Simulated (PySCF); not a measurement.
# How methods differ on the ionisation energy of Ti²⁺

Ti²⁺ [Ar] 3d2 (3F) → Ti³⁺ [Ar] 3d1 (2D), as a difference of total energies. Computed with PySCF 2.14 in cc-pVTZ-DK (7s6p4d2f1g, 68 functions), with scalar relativity by spin-free X2C-1e. Correlated levels: valence: [Ar] frozen. The calculations carry no spin-orbit coupling.

```csv
method,ionisation energy (eV),difference from reference (eV)
UHF,26.603,-0.889
LDA,28.028,+0.536
PBE0,27.826,+0.334
MP2 (valence),26.725,-0.767
SCS-MP2 (valence),26.644,-0.848
```

Reference: 27.492 eV (measured; NIST Atomic Spectra Database, ionization energies).

The reference lies between the lowest fine-structure levels, while these numbers refer to the centres of the terms.

Errors of the correlated levels include the incompleteness of this basis and the frozen core.
